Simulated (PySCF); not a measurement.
## How methods differ on the ionisation energy of Hg

Hg [Xe] 4f14 5d10 6s2 (1S) → Hg⁺ [Xe] 4f14 5d10 6s1 (2S), as a difference of total energies. Computed with PySCF 2.14 in aug-cc-pVTZ-PP with ECP60MDF, with a scalar-relativistic core potential. Correlated levels: valence: 5s2 5p6 frozen. The calculations carry no spin-orbit coupling.

| method | ionisation energy (eV) |
| --- | --- |
| UHF | 8.504 |
| MP2 (valence) | 10.426 |
| SCS-MP2 (valence) | 10.352 |
| CCSD (valence) | 10.114 |
| CCSD(T) (valence) | 10.265 |

Errors of the correlated levels include the incompleteness of this basis and the frozen core.

Question: Which method comes closest to the reference value, and which is furthest?

Answer: The reference is 10.438 eV (measured; NIST Atomic Spectra Database, ionization energies). Closest: MP2 (valence) (error -0.012 eV); furthest: UHF (error -1.934 eV).
